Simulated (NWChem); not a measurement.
System: CH$_{2}$N, doublet; SMILES C=[N]

Here is an NWChem input.

```
start job
memory heap 200 mb stack 900 mb global 1100 mb
geometry units angstroms noautoz
  C      0.000000     0.000000     0.501291
  N      0.000000     0.000000    -0.749409
  H      0.000000    -0.947957     1.098623
  H      0.000000     0.947957     1.098623
end
basis spherical
  * library def2-svp
end
dft
  odft
  mult 2
  xc m05-2x
  iterations 150
  mulliken
end
task dft energy
```

In the optimisation the excess spin sits in b2 (C2v, its own frame). Structure relaxed at the PBE-D3(BJ)/def2-SVP, spin-unrestricted level. No stability test was run on the SCF state.

Task: Give the results of this calculation. (M05-2X/def2-SVP, spin-unrestricted.) Quantities: energy (Ha); highest occupied level (eV); lowest empty minus highest occupied level, either spin (eV); dipole (D); <S²>.

Result: The energy (Ha) is -93.88. The highest occupied level (eV) is -9.19 and the lowest empty minus highest occupied level, either spin (eV) comes out as 8.34. The dipole (D) is 2.44. The <S²> is 0.768.
